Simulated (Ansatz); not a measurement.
Geometry optimisation, Ansatz 0.2.0, RKS BLYP-D4/def2-SVP.

Input:

```yaml
crystal:
  periodic: [false, false, false]
  atoms:
    - { symbol: Ge, position_ang: [0.201909, 0.077221, -0.109941] }
    - { symbol: F, position_ang: [0.082819, -0.021902, 1.593585] }
    - { symbol: F, position_ang: [1.879517, -0.093796, -0.508397] }
    - { symbol: F, position_ang: [-0.336286, 1.594073, -0.733361] }
    - { symbol: F, position_ang: [-0.644403, -1.258749, -0.822265] }
    - { symbol: S, position_ang: [-3.020401, 0.125365, 1.115806] }
    - { symbol: H, position_ang: [-2.954983, -1.117521, 0.554901] }
    - { symbol: H, position_ang: [-1.999171, -0.177491, 2.003672] }
basis:
  gaussian: { orbitals: def2-SVP }
hamiltonian:
  xc: blyp
  dispersion: d4
relax:
  f_tol: 0.03
  max_steps: 50
```

Command:

```bash
$ ansatz run input.yaml --threads 4 --pin off --max-ram 5120MiB --backend cpu --events-out ev --progress --plain --runs-dir out
```

Task: Where does it end, and by what steps?

Result: It converged. After 7 steps the energy has fallen by 0.074 eV; H8 moved furthest, 0.37 Å.

```json
{"step": "0", "energy less start (eV)": "0.0000", "largest force component (eV/Å)": "0.861", "accepted": "yes"}
{"step": "1", "energy less start (eV)": "-0.0356", "largest force component (eV/Å)": "0.301", "accepted": "yes"}
{"step": "2", "energy less start (eV)": "-0.0355", "largest force component (eV/Å)": "0.744", "accepted": "no"}
{"step": "3", "energy less start (eV)": "-0.0520", "largest force component (eV/Å)": "0.288", "accepted": "yes"}
{"step": "4", "energy less start (eV)": "-0.0631", "largest force component (eV/Å)": "0.154", "accepted": "yes"}
{"step": "5", "energy less start (eV)": "-0.0719", "largest force component (eV/Å)": "0.055", "accepted": "yes"}
{"step": "6", "energy less start (eV)": "-0.0736", "largest force component (eV/Å)": "0.084", "accepted": "yes"}
{"step": "7", "energy less start (eV)": "-0.0741", "largest force component (eV/Å)": "0.009", "accepted": "yes"}
```

```xyz
8
Properties=species:S:1:pos:R:3
Ge 0.171 0.065 -0.097
F 0.271 -0.057 1.633
F 1.818 -0.060 -0.626
F -0.357 1.608 -0.674
F -0.616 -1.295 -0.835
S -2.824 0.164 0.936
H -2.922 -1.150 0.589
H -2.332 -0.149 2.168
```

The run took 10 s on 4 threads of Intel(R) Xeon(R) Platinum 8375C CPU @ 2.90GHz (Ice Lake), with other jobs on the host, peak memory 0.2 GiB.
